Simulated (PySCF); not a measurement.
Species: C8H11 (doublet state).
Z-matrix (Å and degrees, GFN2-xTB geometry), rows numbered from 1:
```
C 
C   1  1.5294
C   2  1.5079  1  111.94
C   3  1.3243  2  121.25  1  -106.16
C   4  1.5128  3  124.86  2   179.48
C   5  1.4620  4  109.18  3     1.56
C   6  1.2966  5  129.67  4    -1.29
C   3  1.5021  2  115.38  1    73.46
H   1  1.0877  2  110.25  3    56.41
H   1  1.0871  2  111.03  3   -63.80
H   1  1.0877  2  110.22  3   176.28
H   2  1.0931  1  109.12  3   121.31
H   2  1.0916  1  108.86  3  -121.03
H   4  1.0826  3  120.41  2    -0.72
H   5  1.0961  4  109.42  3   123.01
H   5  1.0963  4  109.43  3  -119.94
H   7  1.0804  6  123.65  5   179.82
H   8  1.0954  3  110.02  2   -60.24
H   8  1.0962  3  109.72  2    57.37
```

The hyperfine couplings belong to this conformer and change with its torsions.

As a line formula: `CCC1=CC[C]=CC1` [radical].

Method used: UKS B3LYP, pcH-1 on C H, non-relativistic, mean-field spin-orbit, GIAO in PySCF. Isolated species at its GFN2-xTB geometry (one conformer only). A GFN2-xTB geometry isn't a minimum of the functional, and hyperfine couplings can be far from their values at a DFT geometry. The SCF solution wasn't tested for stability.

Q: The isotropic 13C couplings are +353.2, +52.8, +45.5, +23.5, +8.6, +6.0, -5.9, -0.7 MHz. Assign them to C1; C2; C3; C4; C5; C6; C7; C8.

A: 
```
site  a_iso (MHz)  ρ(0) (bohr⁻³)                 position  distance from C6 (Å)  spin population  largest |T| (MHz)
  C1         -0.7        -0.0006          5 bonds from C6                  5.04             0.00                0.2
  C2         +8.6        +0.0076          4 bonds from C6                  4.27             0.00                1.0
  C3         -5.9        -0.0052          3 bonds from C6                  2.77            -0.02                2.1
  C4        +45.5        +0.0405          2 bonds from C6                  2.42            +0.06               11.1
  C5        +23.5        +0.0209           1 bond from C6                  1.46            -0.03               12.6
  C6       +353.2        +0.3141  largest spin population                  0.00            +0.99              136.7
  C7         +6.0        +0.0053           1 bond from C6                  1.30            -0.14               19.8
  C8        +52.8        +0.0470          2 bonds from C6                  2.45            +0.08               15.9
```

ρ(0) is the spin density at the nucleus and T the dipolar tensor; entries for several nuclei are means. The Mulliken spin populations are largest on C6 (+0.99), C7 (-0.14) and C8 (+0.08). C6 is the only atom above +0.15.

Means are taken over nuclei equivalent by connectivity, which assumes that they swap fast.
